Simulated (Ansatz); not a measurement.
AlH₄NS₂ (`[NH2][Al]([SH])[SH]`). The species carries charge 0 and has multiplicity 1. All single points use the PBE0-D4/def2-TZVP geometry. It is one conformer, not always the lowest.

```xyz
8

N     0.653    1.214   -0.669
Al   -0.174   -0.065    0.212
S    -0.001   -2.167   -0.357
S    -1.413    0.464    1.928
H     1.237    1.081   -1.477
H     0.598    2.191   -0.432
H     0.832   -1.900   -1.379
H    -1.731   -0.818    2.174
```

**Question.** What is the dipole moment at PBE/def2-TZVPP? (Estimate.)

**Answer.** Computed: 1.98 D, with components (1.16, 0.86, -1.36) D in this frame, pointing from negative to positive charge.

**Question.** And with r2SCAN, B3LYP, ωB97M-V? (Best estimate.)

**Answer.** The calculation gave: r2SCAN 2.05 D, B3LYP 2.00 D, ωB97M-V 2.01 D.

**Question.** Give the Mulliken charges with PBE, r2SCAN, B3LYP in def2-TZVPP. (An estimate is asked.)

**Answer.** Computed: 
| atom | PBE | r2SCAN | B3LYP |
| --- | --- | --- | --- |
| N1 | -0.38 | -0.46 | -0.39 |
| Al2 | 0.43 | 0.54 | 0.49 |
| S3 | -0.28 | -0.29 | -0.28 |
| S4 | -0.28 | -0.29 | -0.29 |
| H5 | 0.13 | 0.14 | 0.12 |
| H6 | 0.14 | 0.15 | 0.13 |
| H7 | 0.11 | 0.10 | 0.10 |
| H8 | 0.12 | 0.11 | 0.11 |

B3LYP here is the variant with VWN-RPA as its local correlation; programs differ in this.
